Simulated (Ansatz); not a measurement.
Reactions of Cl₂FH₂NSi (`N[Si](F)(Cl)Cl`).

Gas-phase electronic energies from Ansatz, PBE0-D4/def2-TZVP geometries. CBS: MP2 limit from def2 TZ/QZ plus the TZ coupled-cluster correction, frozen cores. This one scheme is used for every species, atoms too. DFT in def2-TZVPP. No spin–orbit coupling; open shells (•) take unrestricted orbitals. Spin–orbit coupling would lower the free atoms: a little for Cl. One conformer a species, not always the lowest.

```csv
reaction,CCSD(T)/CBS(def2) (kJ/mol)
`N[Si](F)(Cl)Cl` + H₂O → `N[Si](O)(Cl)Cl` + H–F,37
`N[Si](F)(Cl)Cl` → H• + `[NH][Si](F)(Cl)Cl`•,516
`N[Si](F)(Cl)Cl` + HCl → `F[Si](Cl)(Cl)Cl` + NH₃,-20
`N[Si](F)(Cl)Cl` → Cl• + `N[Si](F)Cl`•,493
`N[Si](F)(Cl)Cl` + H₂ → `N[SiH](Cl)Cl` + H–F,?
```

(1) Fill in the missing values. (An estimate is asked.)

Largest T1 diagnostic: 0.013, for `N[Si](F)Cl`•.

Results:

(1) The calculation gave: `N[Si](F)(Cl)Cl` + H₂ → `N[SiH](Cl)Cl` + H–F: +126.4 kJ/mol.
